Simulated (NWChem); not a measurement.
System: SiF$_{2}$, singlet; SMILES F[Si]F

The following NWChem deck was run.

```
start job
memory heap 200 mb stack 900 mb global 1100 mb
geometry units angstroms noautosym nocenter noautoz
  Si     0.000000     0.000000     0.580623
  F      1.246491     0.000000    -0.464859
  F     -1.246491     0.000000    -0.464859
end
basis spherical
  * library def2-svp
end
dft
  xc pbe0
  iterations 150
end
cosmo
  do_cosmo_smd true
  solvent water
end
task dft energy
```

NWChem printed, in part:

```
             Northwest Computational Chemistry Package (NWChem) 7.3.0
             --------------------------------------------------------

                             Geometry "geometry" -> ""
                             -------------------------

 Output coordinates in angstroms (scale by  1.889725989 to convert to a.u.)

  No.       Tag          Charge          X              Y              Z
 ---- ---------------- ---------- -------------- -------------- --------------
    1 Si                  14.0000     0.00000000     0.00000000     0.58062300
    2 F                    9.0000     1.24649100     0.00000000    -0.46485900
    3 F                    9.0000    -1.24649100     0.00000000    -0.46485900

 Effective nuclear repulsion energy (a.u.)      99.1614324395

                                 NWChem DFT Module
                                 -----------------

 Summary of "ao basis" -> "ao basis" (spherical)
 ------------------------------------------------------------------------------
       Tag                 Description            Shells   Functions and Types
 ---------------- ------------------------------  ------  ---------------------
 Si                         def2-svp                 8       18   4s3p1d
 F                          def2-svp                 6       14   3s2p1d

 in cosmo_initialize ...
 calling solv_data for solv:h2o

 solvent parameters
 solvname_short: h2o
 solvname_long:  water
 dielec:       78.4000
 dielecinf:     1.7769
 aqueous SMD model solvent descriptors
 dielec:       78.4000
 sola:          0.8200

          ---------------
          -cosmo- solvent
          ---------------
 Cosmo: York-Karplus, doi: 10.1021/jp992097l
 dielectric constant -eps-     =  78.40
 screen = (eps-1)/(eps    )    =   0.98724
 surface charge correction     = lagrangian

   van der Waals surface
 --------------------------

 ---------- ATOMIC COORDINATES (A.U.) ------------ VDWR(ANG.) --
     1    0.00000000    0.00000000    1.09721837     2.470
     2    2.35552644    0.00000000   -0.87845613     1.730
     3   -2.35552644    0.00000000   -0.87845613     1.730
 number of segments per atom =        128
 number of   points per atom =        128
 atom (   nspa,  nppa )
 ----------------------
    1 (    100,     0 )       0
    2 (     68,     0 )       0
    3 (     68,     0 )       0
 number of -cosmo- surface points =      236
 molecular surface =     89.475 angstrom**2
 molecular volume  =     75.521 angstrom**3
 -lineq- algorithm             =   0
 -bem- low  level              =   3
 -bem- from -octahedral-
 gaussian surface charge width =   4.50000
 degree of switching           =   1.00000
 switching function tolerance  =   0.00010
 atomic radii =
 --------------
    1 14.000  2.470
    2  9.000  1.730
    3  9.000  1.730
 ...... end of -cosmo- initialization ......

 nat:                     3
 ixmem:                   608
 calling mnsol_interface()
 G(SMD-CDS) energy (kcal/mol)  =     1.648
 SMD-CDS SASA (angstrom**2)    =    95.312

            General Information
            -------------------
          SCF calculation type: DFT
          Wavefunction type:  closed shell.
          No. of atoms     :     3
          No. of electrons :    32
           Alpha electrons :    16
            Beta electrons :    16
          Charge           :     0
          Spin multiplicity:     1
          Use of symmetry is: off; symmetry adaption is: off
          Maximum number of iterations: 150
          AO basis - number of functions:    46
                     number of shells:    20
          Convergence on energy requested:  1.00D-06
          Convergence on density requested:  1.00D-05
          Convergence on gradient requested:  5.00D-04

              XC Information
              --------------
                         PBE0 Method XC Functional
                     Hartree-Fock (Exact) Exchange  0.250
          PerdewBurkeErnzerhof Exchange Functional  0.750
            Perdew 1991 LDA Correlation Functional  1.000 local
           PerdewBurkeErnz. Correlation Functional  1.000 non-local

             Grid Information
             ----------------
          Grid used for XC integration:  medium
          Radial quadrature: Mura-Knowles
          Angular quadrature: Lebedev.
          Tag              B.-S. Rad. Rad. Pts. Rad. Cut. Ang. Pts.
          ---              ---------- --------- --------- ---------
          Si                  1.10       88           6.0       590
          F                   0.50       49           7.0       434
          Grid pruning is: on
          Number of quadrature shells:   186
          Spatial weights used:  Erf1

      Superposition of Atomic Density Guess
      -------------------------------------

 Sum of atomic energies:        -487.32356707

      Non-variational initial energy
      ------------------------------

 Total energy =    -487.479877
 1-e energy   =    -875.983978
 2-e energy   =     289.342670
 HOMO         =      -0.312436
 LUMO         =      -0.019795

   convergence    iter        energy       DeltaE   RMS-Dens  Diis-err
 ---------------- ----- ----------------- --------- --------- ---------
     COSMO gas phase
 d= 0,ls=0.0,diis     1   -488.6111443768 -5.88D+02  2.71D-02  7.13D-01
 d= 0,ls=0.0,diis     2   -488.5174858675  9.37D-02  1.38D-02  2.02D+00
 d= 0,ls=0.0,diis     3   -488.6947239192 -1.77D-01  1.51D-03  2.97D-03
 d= 0,ls=0.0,diis     4   -488.6949721718 -2.48D-04  2.48D-04  1.95D-04
 d= 0,ls=0.0,diis     5   -488.6949889306 -1.68D-05  2.34D-05  2.81D-07
 d= 0,ls=0.0,diis     6   -488.6949889944 -6.38D-08  2.11D-06  7.11D-09

   convergence    iter        energy       DeltaE   RMS-Dens  Diis-err
 ---------------- ----- ----------------- --------- --------- ---------
     COSMO solvation phase
 d= 0,ls=0.0,diis     1   -488.6961381890 -1.15D-03  1.15D-03  1.13D-03
 d= 0,ls=0.0,diis     2   -488.6963174382 -1.79D-04  4.45D-04  1.02D-03
 d= 0,ls=0.0,diis     3   -488.6963990934 -8.17D-05  1.58D-04  7.74D-05
 d= 0,ls=0.0,diis     4   -488.6964058893 -6.80D-06  1.78D-05  3.14D-06
 d= 0,ls=0.0,diis     5   -488.6964061264 -2.37D-07  2.45D-06  6.04D-09

         Total DFT energy =     -488.696406126358
      One electron energy =     -877.179248670533
           Coulomb energy =      330.849069474046
    Exchange-Corr. energy =      -41.561289294722
 Nuclear repulsion energy =       99.161432439539

             COSMO energy =        0.033629925311

 Numeric. integr. density =       31.999996138834

                                COSMO-SMD solvation results
                                ---------------------------

             internal energy in gas <Psi(g)|H|Psi(g)> =      -488.694988994419
         internal energy in solvent <Psi(s)|H|Psi(s)> =      -488.694695559641
                               delta internal energy  =         0.000293434778 (    0.18 kcal/mol)
   total free energy in solvent <Psi(s)|H+V/2|Psi(s)> =      -488.699033080069
 polarization energy contribution <Psi(s)|V/2|Psi(s)> =        -0.004337520427 (   -2.72 kcal/mol)
    total free energy in solvent including G(SMD-CDS) =      -488.696406126358
                       G(SMD-CDS) energy contribution =         0.002626953710 (    1.65 kcal/mol)
     1 M fixed-concentration free energy of solvation =        -0.001417131939 (   -0.89 kcal/mol)

                       DFT Final Molecular Orbital Analysis
                       ------------------------------------

 Vector   14  Occ=2.000000D+00  E=-4.461276D-01
              MO Center=  2.2D-07, -5.4D-11, -4.4D-01, r^2= 2.0D+00
   Bfn.  Coefficient  Atom+Function         Bfn.  Coefficient  Atom+Function
  ----- ------------  ---------------      ----- ------------  ---------------
    23      0.466321  2 F  py                37     -0.466321  3 F  py
    26     -0.332209  2 F  py                40      0.332209  3 F  py
    14     -0.077749  1 Si d -2

 Vector   15  Occ=2.000000D+00  E=-4.313114D-01
              MO Center=  1.4D-07,  2.5D-11, -4.2D-01, r^2= 2.1D+00
   Bfn.  Coefficient  Atom+Function         Bfn.  Coefficient  Atom+Function
  ----- ------------  ---------------      ----- ------------  ---------------
    22      0.395360  2 F  px                36      0.395360  3 F  px
    25     -0.272081  2 F  px                39     -0.272081  3 F  px
    24      0.267156  2 F  pz                38     -0.267156  3 F  pz
    27     -0.189212  2 F  pz                41      0.189212  3 F  pz
    11     -0.082831  1 Si px                17      0.044001  1 Si d  1

 Vector   16  Occ=2.000000D+00  E=-2.999208D-01
              MO Center=  2.2D-09, -1.1D-09,  8.7D-01, r^2= 2.0D+00
   Bfn.  Coefficient  Atom+Function         Bfn.  Coefficient  Atom+Function
  ----- ------------  ---------------      ----- ------------  ---------------
     3      0.543669  1 Si s                  4      0.440691  1 Si s
     2      0.327470  1 Si s                 10      0.260380  1 Si pz
    24      0.223147  2 F  pz                38      0.223147  3 F  pz
    13      0.193031  1 Si pz                27     -0.171988  2 F  pz
    41     -0.171988  3 F  pz                 7     -0.138836  1 Si pz

 Vector   17  Occ=0.000000D+00  E=-6.852156D-02
              MO Center=  7.2D-10,  1.0D-09,  5.9D-01, r^2= 2.5D+00
   Bfn.  Coefficient  Atom+Function         Bfn.  Coefficient  Atom+Function
  ----- ------------  ---------------      ----- ------------  ---------------
    12      0.698539  1 Si py                 9      0.441608  1 Si py
     6     -0.221208  1 Si py                23      0.198645  2 F  py
    37      0.198645  3 F  py                26     -0.184901  2 F  py
    40     -0.184901  3 F  py                15      0.045986  1 Si d -1

 Vector   18  Occ=0.000000D+00  E= 3.404859D-02
              MO Center=  4.9D-10,  1.1D-10,  8.6D-01, r^2= 2.9D+00
   Bfn.  Coefficient  Atom+Function         Bfn.  Coefficient  Atom+Function
  ----- ------------  ---------------      ----- ------------  ---------------
    11      0.996635  1 Si px                21     -0.331548  2 F  s
    35      0.331548  3 F  s                  8      0.299283  1 Si px
    24      0.169811  2 F  pz                27     -0.169184  2 F  pz
    38     -0.169811  3 F  pz                41      0.169184  3 F  pz
     5     -0.163366  1 Si px                17     -0.152497  1 Si d  1

 Vector   19  Occ=0.000000D+00  E= 7.337010D-02
              MO Center=  1.7D-09,  3.3D-10,  1.1D-01, r^2= 3.1D+00
   Bfn.  Coefficient  Atom+Function         Bfn.  Coefficient  Atom+Function
  ----- ------------  ---------------      ----- ------------  ---------------
    13      0.991863  1 Si pz                 4     -0.691252  1 Si s
    21      0.436609  2 F  s                 35      0.436609  3 F  s
    10      0.242504  1 Si pz                25     -0.205777  2 F  px
    39      0.205777  3 F  px                22      0.175928  2 F  px
    36     -0.175928  3 F  px                18      0.141533  1 Si d  2

     Multipole analysis of the density
     ---------------------------------

     L   x y z        total         alpha         beta         nuclear
     -   - - -        -----         -----         ----         -------
     0   0 0 0     -0.000000    -16.000000    -16.000000     32.000000

     1   1 0 0      0.000000      0.000000      0.000000      0.000000
     1   0 1 0      0.000000      0.000000      0.000000      0.000000
     1   0 0 1      0.547836      0.499495      0.499495     -0.451153

     2   2 0 0    -18.630400    -59.251743    -59.251743     99.873086
     2   1 1 0     -0.000000     -0.000000     -0.000000      0.000000
     2   1 0 1     -0.000000     -0.000000     -0.000000      0.000000
     2   0 2 0    -14.367946     -7.183973     -7.183973      0.000000
     2   0 1 1      0.000000      0.000000      0.000000      0.000000
     2   0 0 2    -17.233978    -23.989373    -23.989373     30.744767
```

Level: PBE0/def2-SVP, SMD on the gas-phase geometry. Low-valent species are run as closed-shell singlets; no triplet was tried in these runs. Coordinates come from a PBE0/def2-SVP optimisation. Solvent: water.
